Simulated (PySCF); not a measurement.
## TiHCl + H₂O → H₂TiO + HCl

Level: PBE0 in the def2-TZVP basis family, all electrons, no relativity, computed in PySCF with density fitting; open shells unrestricted.

```
species                                                              state and structure       E (Eh)  ZPE (kJ/mol)  H(298 K) − H(0) (kJ/mol)  S° (J/(mol K))
  TiHCl                         triplet, Cs, Ti–Cl 2.233 Å, Ti–H 1.756 Å; Cl–Ti–H 130.2°  -1309.91739          14.1                      11.7           272.0
    H₂O                                     singlet, C2v, O–H 0.960 Å (×2); H–O–H 105.1°    -76.37736          56.5                       9.9           188.7
  H₂TiO  singlet, Cs, Ti–H 1.721 Å (×2), Ti–O 1.583 Å; H–Ti–H 115.6°, H–Ti–O 107.2° (×2)   -925.60837          36.7                      11.6           254.1
    HCl                                                       singlet, C∞v, H–Cl 1.279 Å   -460.66440          17.9                       8.7           186.6
```

Question: What is the electronic reaction energy?

Answer: At PBE0/def2-TZVP, ΔE = 57.7 kJ/mol from the differences of the total energies times 2625.5, uphill. Hydrolysis steps of this kind drive oxide growth by atomic layer deposition.

Question: Add zero-point, thermal and entropy terms for 298.15 K and 1 bar.

Answer: ΔZPE = -16.0 and Δ[H(298) − H(0)] = -1.3 kJ/mol give ΔH° = 40.4 kJ/mol. ΔS° = -20.0 J/(mol K), so ΔG° = 40.4 − 298.15 × (-0.0200) = 46 kJ/mol and log₁₀K = -8.1.

Open d or f shells are single determinants, so the state found may not be the ground state. Each species is the lowest minimum found with this bonding; other isomers or fragments can lie lower.
